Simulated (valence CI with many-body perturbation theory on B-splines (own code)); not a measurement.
**E1 line list for In34+**

Method: configuration interaction combined with many-body perturbation theory (CI+MBPT): five valence electrons over a frozen Dirac-Fock core [Ne], radial functions for each j: 11 s, 11 p, 10 d, 8 f, 5 g, 2 h, with the one-electron correlation potential Σ1 (screened to all orders), the two-electron term Σ2, the three-electron term Σ3, Breit, model QED; selected single and double excitations, second order for the rest, scaled by the run's own slope (own B-spline code, finite nucleus).

No measured spectrum was set against this ion. As an estimate, large intervals hold to a few tenths of a per cent, small ones and those within an open d or f shell to about a per cent. Among the levels kept, up to 4300 cm⁻¹ of a level comes from second order outside the variational space, and about a tenth of that is noise between levels of different J, which matters for small intervals.

Lines 51 to 100 of 585 in falling wavelength, among levels below 434.21 eV, chosen from the strongest by gf and those to the six lowest levels. Wavelengths and rates use the calculated energies. Electric multipoles are in the length gauge, E1 and E2 with the static RPA response of the core. Weak lines are less certain than strong ones. Lines between different terms over intervals too small for the method are left out, as are lines whose strength nearly cancels. Where a level lies close to another of its J and parity, the split of strength between their lines is uncertain. The highest levels of a list are the least certain.

Levels are named by their leading jj configuration (3d3/2^4 stands for four electrons in 3d with j = 3/2), which in mixed levels can hold well under half, so a name can repeat and another be missing. Letters in brackets count levels of one name in rising energy.

| λ vac (nm) | Upper | Lower | A (s⁻¹) | S (a.u.) with core polarisation | S without |
| --- | --- | --- | --- | --- | --- |
| 9.321 | (3s 3p1/2^2 3p3/2 3d3/2) J=3/2 [a] | (3s 3p1/2^2 3p3/2^2) J=5/2 | 3.40e+09 | 5.43e-03 | 5.54e-03 |
| 9.279 | (3s 3p1/2 3p3/2^2 3d5/2) J=9/2 [a] | (3s^2 3p1/2 3p3/2 3d5/2) J=7/2 [a] | 3.01e+10 | 1.19e-01 | 1.21e-01 |
| 9.203 | (3s 3p1/2^2 3p3/2 3d3/2) J=7/2 | (3s 3p1/2^2 3p3/2^2) J=5/2 | 6.61e+08 | 2.03e-03 | 2.07e-03 |
| 9.199 | (3s 3p1/2 3p3/2^3) J=3/2 [a] | (3s^2 3p1/2 3p3/2^2) J=3/2 | 6.90e+09 | 1.06e-02 | 1.08e-02 |
| 9.178 | (3s^2 3p1/2 3p3/2 3d5/2) J=5/2 [a] | (3s^2 3p1/2 3p3/2^2) J=5/2 | 3.11e+09 | 7.12e-03 | 7.30e-03 |
| 9.134 | (3s 3p1/2 3p3/2^2 3d5/2) J=11/2 | (3s^2 3p1/2 3p3/2 3d5/2) J=9/2 | 2.26e+10 | 1.02e-01 | 1.04e-01 |
| 9.079 | (3s^2 3p3/2^2 3d5/2) J=1/2 | (3s^2 3p3/2^3) J=3/2 | 5.65e+09 | 4.18e-03 | 4.28e-03 |
| 9.017 | (3s^2 3p1/2 3p3/2 3d5/2) J=7/2 [a] | (3s^2 3p1/2 3p3/2^2) J=5/2 | 1.08e+08 | 3.13e-04 | 3.19e-04 |
| 8.885 | (3s 3p1/2 3p3/2^3) J=1/2 | (3s^2 3p1/2 3p3/2^2) J=1/2 | 4.62e+09 | 3.20e-03 | 3.28e-03 |
| 8.882 | (3s 3p1/2^2 3p3/2 3d5/2) J=7/2 [a] | (3s^2 3p1/2^2 3d5/2) J=5/2 | 8.22e+09 | 2.27e-02 | 2.32e-02 |
| 8.856 | (3p1/2^2 3p3/2^2 3d5/2) J=9/2 | (3s 3p1/2^2 3p3/2 3d5/2) J=7/2 [a] | 1.53e+10 | 5.24e-02 | 5.33e-02 |
| 8.793 | (3s^2 3p1/2 3p3/2 3d5/2) J=3/2 [a] | (3s^2 3p1/2 3p3/2^2) J=1/2 | 4.22e+08 | 5.66e-04 | 5.82e-04 |
| 8.788 | (3s 3p1/2 3p3/2^2 3d5/2) J=7/2 [d] | (3s^2 3p1/2 3p3/2 3d5/2) J=5/2 [c] | 7.76e+09 | 2.08e-02 | 2.12e-02 |
| 8.712 | (3s 3p3/2^3 3d5/2) J=9/2 | (3s^2 3p3/2^2 3d5/2) J=9/2 | 1.89e+10 | 6.18e-02 | 6.32e-02 |
| 8.708 | (3s^2 3p3/2 3d5/2^2) J=11/2 | (3s^2 3p3/2^2 3d5/2) J=9/2 | 1.23e+10 | 4.83e-02 | 4.92e-02 |
| 8.661 | (3s 3p1/2 3p3/2^2 3d3/2) J=5/2 [d] | (3s^2 3p1/2 3p3/2 3d3/2) J=5/2 [b] | 1.09e+10 | 2.09e-02 | 2.14e-02 |
| 8.657 | (3s^2 3p3/2^2 3d3/2) J=1/2 | (3s^2 3p3/2^3) J=3/2 | 6.21e+09 | 3.97e-03 | 4.07e-03 |
| 8.636 | (3s^2 3p3/2^2 3d3/2) J=5/2 | (3s^2 3p3/2^3) J=3/2 | 5.33e+09 | 1.02e-02 | 1.04e-02 |
| 8.594 | (3s^2 3p1/2 3p3/2 3d3/2) J=3/2 [b] | (3s^2 3p1/2 3p3/2^2) J=1/2 | 8.52e+08 | 1.07e-03 | 1.09e-03 |
| 8.584 | (3s 3p1/2 3p3/2^2 3d5/2) J=5/2 [b] | (3s^2 3p1/2 3p3/2 3d5/2) J=3/2 [a] | 1.29e+10 | 2.41e-02 | 2.46e-02 |
| 8.579 | (3s 3p1/2^2 3p3/2 3d3/2) J=3/2 [b] | (3s^2 3p1/2^2 3d3/2) J=3/2 | 2.34e+10 | 2.91e-02 | 2.98e-02 |
| 8.541 | (3s 3p1/2^2 3p3/2 3d3/2) J=3/2 [b] | (3s 3p1/2^2 3p3/2^2) J=5/2 | 2.23e+09 | 2.74e-03 | 2.79e-03 |
| 8.540 | (3s 3p1/2 3p3/2^2 3d5/2) J=5/2 [e] | (3s 3p1/2 3p3/2^3) J=3/2 [b] | 1.03e+10 | 1.90e-02 | 1.94e-02 |
| 8.538 | (3s 3p3/2^3 3d5/2) J=9/2 | (3s^2 3p3/2^2 3d5/2) J=7/2 | 6.01e+10 | 1.85e-01 | 1.88e-01 |
| 8.528 | (3s^2 3p3/2 3d3/2 3d5/2) J=7/2 [c] | (3s^2 3p3/2^2 3d5/2) J=5/2 [a] | 6.92e+09 | 1.70e-02 | 1.73e-02 |
| 8.526 | (3s^2 3p1/2 3d3/2 3d5/2) J=9/2 | (3s^2 3p1/2 3p3/2 3d5/2) J=9/2 | 5.27e+09 | 1.61e-02 | 1.65e-02 |
| 8.480 | (3s 3p1/2 3p3/2^2 3d3/2) J=5/2 [e] | (3s^2 3p1/2 3p3/2 3d5/2) J=3/2 [b] | 1.06e+10 | 1.91e-02 | 1.95e-02 |
| 8.417 | (3s 3p1/2^2 3p3/2 3d5/2) J=7/2 [b] | (3s^2 3p1/2^2 3d5/2) J=5/2 | 6.77e+10 | 1.59e-01 | 1.63e-01 |
| 8.402 | (3s 3p1/2 3p3/2^2 3d5/2) J=7/2 [f] | (3s^2 3p1/2 3p3/2 3d5/2) J=5/2 [c] | 7.43e+09 | 1.74e-02 | 1.77e-02 |
| 8.396 | (3s^2 3p3/2 3d3/2 3d5/2) J=5/2 [d] | (3s^2 3p3/2^2 3d5/2) J=5/2 [b] | 1.51e+10 | 2.65e-02 | 2.71e-02 |
| 8.392 | (3s^2 3p1/2 3p3/2 3d5/2) J=5/2 [b] | (3s^2 3p1/2 3p3/2^2) J=5/2 | 6.58e+08 | 1.15e-03 | 1.17e-03 |
| 8.391 | (3s^2 3p3/2 3d3/2 3d5/2) J=9/2 [a] | (3s^2 3p3/2^2 3d5/2) J=9/2 | 9.20e+09 | 2.68e-02 | 2.74e-02 |
| 8.375 | (3s 3p1/2 3p3/2^2 3d5/2) J=5/2 [e] | (3s^2 3p1/2 3p3/2 3d5/2) J=5/2 [c] | 1.55e+10 | 2.70e-02 | 2.76e-02 |
| 8.341 | (3s 3p1/2 3p3/2^2 3d5/2) J=5/2 [c] | (3s^2 3p1/2 3p3/2 3d5/2) J=3/2 [a] | 1.06e+10 | 1.82e-02 | 1.85e-02 |
| 8.337 | (3s 3p1/2 3p3/2^2 3d5/2) J=7/2 [c] | (3s^2 3p1/2 3p3/2 3d5/2) J=5/2 [b] | 2.19e+10 | 5.01e-02 | 5.11e-02 |
| 8.331 | (3s^2 3p1/2 3p3/2 3d3/2) J=1/2 [b] | (3s^2 3p1/2 3p3/2^2) J=1/2 | 1.52e+09 | 8.67e-04 | 8.84e-04 |
| 8.322 | (3s 3p1/2 3p3/2^2 3d3/2) J=7/2 [b] | (3s^2 3p1/2 3p3/2 3d3/2) J=7/2 | 2.76e+10 | 6.29e-02 | 6.42e-02 |
| 8.317 | (3s 3p1/2 3p3/2^2 3d5/2) J=5/2 [e] | (3s^2 3p1/2 3p3/2 3d5/2) J=3/2 [b] | 5.77e+10 | 9.83e-02 | 1.00e-01 |
| 8.300 | (3s^2 3p3/2 3d3/2 3d5/2) J=7/2 [d] | (3s^2 3p3/2^2 3d5/2) J=5/2 [a] | 7.22e+09 | 1.63e-02 | 1.66e-02 |
| 8.292 | (3s 3p1/2 3p3/2^2 3d3/2) J=1/2 [c] | (3s^2 3p1/2 3p3/2 3d3/2) J=3/2 [b] | 5.09e+10 | 2.86e-02 | 2.92e-02 |
| 8.285 | (3s 3p1/2^2 3d3/2 3d5/2) J=9/2 | (3s 3p1/2^2 3p3/2 3d5/2) J=9/2 | 8.13e+09 | 2.28e-02 | 2.33e-02 |
| 8.276 | (3s^2 3p1/2 3p3/2 3d5/2) J=3/2 [a] | (3s^2 3p1/2 3p3/2^2) J=5/2 | 8.12e+09 | 9.08e-03 | 9.28e-03 |
| 8.271 | (3s 3p1/2 3p3/2^2 3d3/2) J=5/2 [a] | (3s 3p1/2^2 3p3/2^2) J=3/2 | 1.49e+10 | 2.50e-02 | 2.55e-02 |
| 8.257 | (3s 3p3/2^3 3d3/2) J=5/2 [b] | (3s^2 3p3/2^2 3d5/2) J=5/2 [b] | 2.76e+10 | 4.61e-02 | 4.70e-02 |
| 8.256 | (3s 3p1/2 3p3/2^2 3d3/2) J=5/2 [b] | (3s 3p1/2 3p3/2^3) J=3/2 [a] | 1.27e+10 | 2.12e-02 | 2.17e-02 |
| 8.254 | (3s 3p1/2 3p3/2^2 3d3/2) J=5/2 [a] | (3s^2 3p1/2^2 3d5/2) J=5/2 | 1.18e+10 | 1.96e-02 | 2.00e-02 |
| 8.254 | (3s^2 3p1/2 3d3/2 3d5/2) J=7/2 [a] | (3s^2 3p1/2 3p3/2 3d3/2) J=7/2 | 6.95e+09 | 1.54e-02 | 1.57e-02 |
| 8.252 | (3s 3p3/2^3 3d5/2) J=7/2 [a] | (3s^2 3p3/2^2 3d5/2) J=7/2 | 1.08e+10 | 2.40e-02 | 2.45e-02 |
| 8.232 | (3s 3p1/2^2 3d3/2 3d5/2) J=7/2 | (3s 3p1/2^2 3p3/2 3d3/2) J=5/2 [a] | 2.07e+10 | 4.56e-02 | 4.64e-02 |
| 8.230 | (3s^2 3p3/2 3d3/2 3d5/2) J=9/2 [a] | (3s^2 3p3/2^2 3d5/2) J=7/2 | 8.51e+09 | 2.34e-02 | 2.39e-02 |
